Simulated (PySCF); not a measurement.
Mg(I)(Et) (C2H5IMg), SMILES [CH2]([Mg][I])C.

Coordinates come from a PBE0-D3(BJ)/def2-SVP optimisation. The structure was generated by enumeration; whether it is a known compound was not checked. The def2 effective core potentials stand for the cores of I; spin–orbit coupling is left out. Other conformers were not sampled.

Method: PBE/def2-TZVP (PySCF).

Gas-phase values at a fixed geometry.

### Question
Estimate the frontier levels, gap, dipole moment and polarisability. (The exact figures need the calculation; the answer reports its results.)

### Answer

```yaml
highest_occupied_level: -5.81 eV
lowest_empty_level: -1.89 eV
orbital_gap: 3.92 eV
dipole_moment: 2.19 D
quadrupole, principal values (traceless, Buckingham form, about the centre of nuclear charge): -6.07, 2.67, 3.40 D·Å
mean_static_polarisability: 93.1 bohr³ (13.79 Å³)
polarisability_principal_values: 72.8, 75.8, 130.6 bohr³
```
